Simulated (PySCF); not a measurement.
Ga(Me)(OH)2 (CH5GaO2), SMILES [CH3][Ga]([OH])[OH]. Atoms are numbered in the order given.

```xyz
9

Ga     0.0020    -0.0027     0.0033
C     -1.3699    -1.4031    -0.0534
H     -0.9708    -2.3148    -0.5399
H     -2.2379    -1.0364    -0.6335
H     -1.7025    -1.6700     0.9687
O     -0.2329     1.5331    -0.9095
H      0.5315     2.1264    -0.7875
O      1.5835    -0.0053     0.8871
H      1.7321    -0.8263     1.3899
```
Charge 0, spin multiplicity 1.

The structure is a stationary point at PBE-D3(BJ)/def2-SVP. One conformer was computed; it need not be the lowest.

These are TDA-PBE/def2-SVPD run with PySCF values and carry that method's errors.

Vertical excitations. The molecule is in vacuum.

```tsv
state	energy (eV)	λ (nm)	f	main pairs
S1	5.50	225	0.000	HOMO→LUMO 100 %
S2	6.17	201	0.054	HOMO−2→LUMO 97 %
S3	6.21	200	0.085	HOMO−1→LUMO 54 %, HOMO−3→LUMO 21 %, HOMO→LUMO+1 20 %
S4	6.28	197	0.045	HOMO−3→LUMO 40 %, HOMO−1→LUMO 34 %, HOMO→LUMO+1 19 %
S5	6.57	189	0.009	HOMO−1→LUMO+1 98 %
S6	6.88	180	0.002	HOMO−3→LUMO+1 98 %
S7	6.88	180	0.121	HOMO→LUMO+1 48 %, HOMO−3→LUMO 31 %
S8	7.09	175	0.033	HOMO→LUMO+2 98 %
S9	7.21	172	0.100	HOMO−2→LUMO+1 78 %
S10	7.37	168	0.001	HOMO→LUMO+3 99 %
T1	5.28	235	0	HOMO→LUMO 99 %
T2	5.63	220	0	HOMO−1→LUMO 95 %
T3	5.71	217	0	HOMO→LUMO+1 93 %
T4	5.82	213	0	HOMO−2→LUMO 98 %
```
Triplets are in the Tamm–Dancoff approximation.
